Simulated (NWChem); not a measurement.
Isomers of C₃H₅NOSi, each optimised at B3LYP/6-31G* with NWChem, gas phase unless a solvent is named. Flexible species stand in one conformer each, which need not be the lowest. Pople sets run with spherical d functions.

A: [SiH3]c1cocn1
B: C1=CO[SiH2]N=C1
C: c1cnc(o1)[SiH3]
D: N#C[C@@H]([SiH3])C=O

### Question
Rank them by orbital gap (eV), B3LYP/6-31G*, lowest first.

### Answer
B (5.06), D (6.16), C (6.28), A (6.77)
